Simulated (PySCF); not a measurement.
# Electron correlation in Tc (technetium, neutral)

[Kr] 4d5 5s1 6s1, high-spin 8S determinant (an excited configuration). Calculation: PySCF 2.14, in aug-cc-pVDZ-PP with ECP28MDF; a scalar-relativistic core potential. Frozen: 4s2 4p6; 7 electrons correlated.

```csv
level,correlation energy (mhartree)
CCSD,-74.58
(T),-0.92
CCSD(T),-75.50
```

Diagnostics: T1 = 0.0067, D1 = 0.0200, largest double amplitude 0.050.

The outer electron is Rydberg-like, and this basis confines it to a smaller radius and binds it less than a complete one would.

Cost of the coupled-cluster step: about 1.9 core-seconds, for 7 correlated electrons.
